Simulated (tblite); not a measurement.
Record of a relaxation.

C5H6S2Si.
Numbering: `[CH:1]#[C:2][C:3](=[C:4]=[S:5])[SiH2:6][S:7][CH3:8]` (hydrogens: H9 on C1; H10, H11 on Si6; H12, H13, H14 on C8)

Computed with GFN2-xTB (tblite), gas phase: L-BFGS steps from a force-field or distance-geometry start until the largest atomic force falls under 0.01 eV/Å. 8 of its 159 geometries are shown.

Step 0: E = -595.1784 eV, largest atomic force 2.441 eV/Å
```
atom  x, y, z in Å  |  force x, y, z in eV/Å
C1     -3.694   -1.133   -0.410   -0.795  -0.514  -0.060
C2     -2.693   -0.475   -0.367    0.887   0.479   0.110
C3     -1.480    0.292   -0.268   -1.881   0.756  -0.160
C4     -1.542    1.598   -0.336   -0.250   2.063  -0.036
S5     -1.625    3.200   -0.391    0.221  -2.430   0.076
Si6     0.091   -0.634   -0.083    0.911  -1.408  -0.159
S7      1.630    0.504    0.855    0.075   0.341   0.349
C8      3.202    0.320   -0.063   -0.235  -0.442  -0.716
H9     -4.597   -1.711   -0.462    0.758   0.481   0.031
H10    -0.238   -1.810    0.770    0.201   0.340  -0.270
H11     0.512   -1.035   -1.445    0.076   0.058   0.312
H12     3.101   -0.527   -0.780    0.304   0.458   0.771
H13     3.340    1.229   -0.662    0.146  -0.193   0.380
H14     3.993    0.182    0.693   -0.417   0.012  -0.630
```

Step 23: E = -595.4349 eV, largest atomic force 0.090 eV/Å
```
atom  x, y, z in Å  |  force x, y, z in eV/Å
C1     -3.673   -1.151   -0.411   -0.011  -0.018  -0.012
C2     -2.688   -0.468   -0.343    0.070  -0.006  -0.001
C3     -1.517    0.309   -0.254   -0.030  -0.023  -0.003
C4     -1.530    1.612   -0.313   -0.016   0.014   0.008
S5     -1.459    3.163   -0.366    0.035  -0.015   0.005
Si6     0.120   -0.639   -0.095   -0.074   0.050  -0.011
S7      1.552    0.645    0.856   -0.048   0.005  -0.013
C8      3.079    0.310   -0.086   -0.001  -0.004   0.028
H9     -4.543   -1.734   -0.477    0.022   0.012   0.008
H10    -0.134   -1.827    0.713    0.022  -0.011   0.021
H11     0.665   -0.984   -1.408   -0.030   0.014  -0.008
H12     2.956   -0.572   -0.702    0.023   0.004  -0.019
H13     3.299    1.181   -0.696    0.005  -0.031  -0.008
H14     3.873    0.153    0.635    0.031   0.010   0.005
```

Step 45: E = -595.4423 eV, largest atomic force 0.049 eV/Å
```
atom  x, y, z in Å  |  force x, y, z in eV/Å
C1     -3.670   -1.188   -0.416    0.023   0.005  -0.005
C2     -2.706   -0.476   -0.336    0.002  -0.008  -0.008
C3     -1.552    0.320   -0.242    0.018   0.006   0.002
C4     -1.535    1.623   -0.291   -0.010  -0.006   0.010
S5     -1.358    3.166   -0.330   -0.018  -0.007   0.005
Si6     0.099   -0.611   -0.115    0.007   0.005   0.003
S7      1.526    0.707    0.799    0.023  -0.017  -0.040
C8      3.077    0.300   -0.077   -0.007   0.002  -0.004
H9     -4.523   -1.793   -0.491    0.003   0.008   0.009
H10    -0.096   -1.797    0.716   -0.001   0.023  -0.032
H11     0.594   -0.947   -1.452   -0.008   0.005   0.036
H12     2.961   -0.611   -0.653    0.010   0.006   0.024
H13     3.325    1.133   -0.728   -0.008  -0.014  -0.009
H14     3.856    0.175    0.669   -0.035  -0.008   0.009
```

Step 68: E = -595.4727 eV, largest atomic force 0.085 eV/Å
```
atom  x, y, z in Å  |  force x, y, z in eV/Å
C1     -3.578   -1.254   -0.427   -0.029  -0.028   0.017
C2     -2.688   -0.452   -0.357    0.073   0.003  -0.012
C3     -1.579    0.407   -0.270   -0.011  -0.037   0.064
C4     -1.644    1.705   -0.170   -0.041   0.012   0.011
S5     -1.622    3.253   -0.039    0.012  -0.049  -0.018
Si6     0.099   -0.472   -0.269    0.015   0.053  -0.021
S7      1.521    0.977    0.410    0.026  -0.028   0.012
C8      3.102    0.177   -0.031   -0.005  -0.018   0.015
H9     -4.378   -1.931   -0.468   -0.005   0.034  -0.023
H10     0.070   -1.627    0.629   -0.007   0.041  -0.003
H11     0.459   -0.880   -1.626    0.001  -0.010  -0.032
H12     2.959   -0.874   -0.245   -0.074  -0.039  -0.016
H13     3.507    0.686   -0.900    0.031  -0.007   0.016
H14     3.771    0.283    0.816    0.013   0.072  -0.011
```

Step 90: E = -595.4908 eV, largest atomic force 0.059 eV/Å
```
atom  x, y, z in Å  |  force x, y, z in eV/Å
C1     -3.532   -1.290   -0.440    0.027  -0.017   0.019
C2     -2.655   -0.476   -0.342    0.014   0.023   0.000
C3     -1.592    0.437   -0.233    0.025  -0.004  -0.024
C4     -1.724    1.723   -0.069   -0.027  -0.049   0.019
S5     -1.777    3.259    0.145    0.019   0.038  -0.001
Si6     0.123   -0.343   -0.402   -0.002   0.006  -0.007
S7      1.594    1.121    0.115    0.012  -0.009   0.014
C8      3.098    0.092    0.015    0.019   0.012   0.022
H9     -4.304   -1.995   -0.508   -0.024   0.013  -0.015
H10     0.245   -1.457    0.538   -0.013  -0.016  -0.003
H11     0.337   -0.784   -1.781   -0.003  -0.019  -0.012
H12     2.847   -0.954    0.156    0.009   0.020  -0.006
H13     3.574    0.245   -0.949   -0.053  -0.016   0.019
H14     3.763    0.421    0.808   -0.004   0.018  -0.025
```

Step 113: E = -595.5130 eV, largest atomic force 0.086 eV/Å
```
atom  x, y, z in Å  |  force x, y, z in eV/Å
C1     -3.561   -1.249   -0.491    0.031  -0.017   0.053
C2     -2.649   -0.482   -0.339   -0.040   0.008  -0.076
C3     -1.565    0.402   -0.223    0.019   0.043   0.007
C4     -1.682    1.687   -0.032    0.022  -0.082  -0.011
S5     -1.702    3.223    0.194   -0.001   0.019   0.012
Si6     0.140   -0.392   -0.430   -0.059   0.035   0.044
S7      1.542    1.079    0.235    0.026  -0.006  -0.018
C8      3.078    0.121    0.053    0.011   0.010  -0.051
H9     -4.360   -1.920   -0.575   -0.036  -0.018  -0.013
H10     0.246   -1.574    0.424   -0.007   0.007  -0.001
H11     0.378   -0.741   -1.832    0.019   0.019   0.007
H12     2.980   -0.827    0.571    0.019  -0.008   0.001
H13     3.283   -0.038   -1.003   -0.008  -0.008   0.051
H14     3.870    0.711    0.500    0.005  -0.003  -0.006
```

Step 135: E = -595.5182 eV, largest atomic force 0.043 eV/Å
```
atom  x, y, z in Å  |  force x, y, z in eV/Å
C1     -3.559   -1.265   -0.502   -0.004  -0.010  -0.001
C2     -2.657   -0.482   -0.379    0.009   0.017   0.000
C3     -1.579    0.406   -0.233   -0.002   0.003  -0.004
C4     -1.697    1.686   -0.018   -0.002  -0.013   0.007
S5     -1.716    3.216    0.248    0.001   0.001   0.000
Si6     0.138   -0.367   -0.420    0.005  -0.001   0.000
S7      1.563    1.091    0.229   -0.005  -0.008   0.002
C8      3.084    0.108    0.053   -0.001   0.041   0.013
H9     -4.361   -1.933   -0.605    0.015   0.007  -0.003
H10     0.235   -1.557    0.425   -0.004   0.012   0.007
H11     0.398   -0.699   -1.822   -0.002  -0.007  -0.003
H12     3.024   -0.773    0.682   -0.005  -0.035  -0.012
H13     3.223   -0.169   -0.987    0.002  -0.016   0.010
H14     3.904    0.738    0.382   -0.008   0.009  -0.018
```

Step 158: E = -595.5194 eV, largest atomic force 0.009 eV/Å
```
atom  x, y, z in Å  |  force x, y, z in eV/Å
C1     -3.528   -1.277   -0.534   -0.001   0.002  -0.001
C2     -2.652   -0.468   -0.395   -0.002  -0.002   0.000
C3     -1.583    0.427   -0.230    0.002  -0.001   0.002
C4     -1.701    1.703    0.005    0.001  -0.002   0.000
S5     -1.713    3.229    0.292   -0.002  -0.002   0.000
Si6     0.129   -0.360   -0.400    0.001  -0.004   0.004
S7      1.566    1.099    0.215    0.000   0.006  -0.002
C8      3.077    0.102    0.038    0.000  -0.001  -0.004
H9     -4.314   -1.961   -0.652   -0.007   0.002  -0.005
H10     0.214   -1.527    0.478    0.004   0.001   0.004
H11     0.382   -0.734   -1.792    0.001   0.000   0.002
H12     3.023   -0.762    0.693    0.005   0.001  -0.002
H13     3.192   -0.209   -0.995    0.001   0.000   0.002
H14     3.907    0.737    0.329   -0.002  -0.001   0.000
```

Problem. Summarise the path.

Solution. The energy falls by 0.3410 eV from step 0 to step 158; nine tenths of that is first reached at step 77. It rises by more than 0.2 meV at steps 64, 67 and 110. The largest force goes from 2.441 to 0.009 eV/Å. Among the bonds C3–Si6 changes most, from 1.834 to 1.891 Å; the atoms move by 0.725 Å rms after alignment.

Problem. Follow the three bonds and two angles with the largest change from start to end.

Solution. 
| step | E above end (eV) | largest force (eV/Å) | C3–Si6 (Å) | C4=S5 (Å) | C2–C3 (Å) | Si6–S7–C8 (°) | C2–C3–C4 (°) |
| --- | --- | --- | --- | --- | --- | --- | --- |
| 0 | 0.3410 | 2.441 | 1.834 | 1.606 | 1.439 | 110.2 | 119.2 |
| 7 | 0.1245 | 0.186 | 1.898 | 1.553 | 1.408 | 107.5 | 121.2 |
| 14 | 0.1000 | 0.123 | 1.907 | 1.554 | 1.410 | 105.4 | 122.2 |
| 21 | 0.0865 | 0.113 | 1.898 | 1.553 | 1.409 | 102.9 | 122.5 |
| 27 | 0.0827 | 0.063 | 1.893 | 1.553 | 1.404 | 102.7 | 123.3 |
| 34 | 0.0797 | 0.049 | 1.897 | 1.554 | 1.405 | 102.4 | 124.5 |
| 41 | 0.0778 | 0.045 | 1.898 | 1.553 | 1.405 | 102.9 | 124.9 |
| 48 | 0.0758 | 0.062 | 1.899 | 1.554 | 1.404 | 103.1 | 125.3 |
| 55 | 0.0717 | 0.099 | 1.897 | 1.553 | 1.402 | 103.6 | 125.9 |
| 62 | 0.0592 | 0.195 | 1.893 | 1.553 | 1.403 | 102.5 | 125.4 |
| 69 | 0.0454 | 0.081 | 1.894 | 1.554 | 1.405 | 101.5 | 125.0 |
| 76 | 0.0344 | 0.099 | 1.890 | 1.553 | 1.404 | 99.9 | 125.1 |
| 82 | 0.0310 | 0.037 | 1.891 | 1.554 | 1.404 | 99.6 | 125.2 |
| 89 | 0.0290 | 0.061 | 1.891 | 1.552 | 1.405 | 99.6 | 124.8 |
| 96 | 0.0238 | 0.096 | 1.893 | 1.554 | 1.404 | 100.4 | 124.9 |
| 103 | 0.0170 | 0.070 | 1.889 | 1.553 | 1.404 | 99.1 | 124.6 |
| 110 | 0.0130 | 0.295 | 1.888 | 1.552 | 1.403 | 99.0 | 124.2 |
| 117 | 0.0031 | 0.081 | 1.889 | 1.552 | 1.405 | 99.4 | 124.2 |
| 124 | 0.0020 | 0.012 | 1.892 | 1.553 | 1.405 | 99.5 | 124.5 |
| 131 | 0.0016 | 0.024 | 1.893 | 1.553 | 1.405 | 99.4 | 124.4 |
| 137 | 0.0010 | 0.040 | 1.891 | 1.553 | 1.404 | 99.0 | 124.6 |
| 144 | 0.0006 | 0.016 | 1.892 | 1.553 | 1.404 | 99.0 | 124.7 |
| 151 | 0.0004 | 0.021 | 1.892 | 1.553 | 1.405 | 99.1 | 124.8 |
| 158 | 0.0000 | 0.009 | 1.891 | 1.553 | 1.404 | 99.0 | 125.2 |

What follows is the cost of the whole relaxation. Hardware: an Arm Neoverse N1 with one thread, shared host. Cost: 2.4 s of wall time.
